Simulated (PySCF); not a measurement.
# Ruthenium: a sound run and one with changed settings

Sound run: Ru [Kr] 4d7 5s1, Ru⁺ [Kr] 4d7. All numbers are calculated (PySCF 2.14, the spin-free X2C one-electron Hamiltonian (Gaussian nucleus), in x2c-TZVPall). The sound run starts from symmetry-adapted Hartree-Fock orbitals and uses a fine grid where one is needed.

A second run was set up differently.

| species | method | sound run (hartree) | changed run (hartree) | converged |
| --- | --- | --- | --- | --- |
| Ru | UHF | -4527.98760 | -4527.97789 | no |
| Ru | B3LYP | -4530.37565 | -4530.37560 | no |
| Ru | TPSS | -4530.14682 | -4530.14659 | no |
| Ru⁺ | UHF | -4527.75618 | -4527.74678 | no |
| Ru⁺ | B3LYP | -4530.09641 | -4530.09452 | no |
| Ru⁺ | TPSS | -4529.86965 | -4529.86950 | no |

(1) What was changed?
A. level shift left on
B. too few SCF iterations
C. minimal basis
D. radial grid too coarse

Answers

(1) B. It used initial guess minao, at most 5 SCF cycles. The SCF was stopped early; the energies are upper bounds that still move, and correlated levels were skipped or rest on poor orbitals.
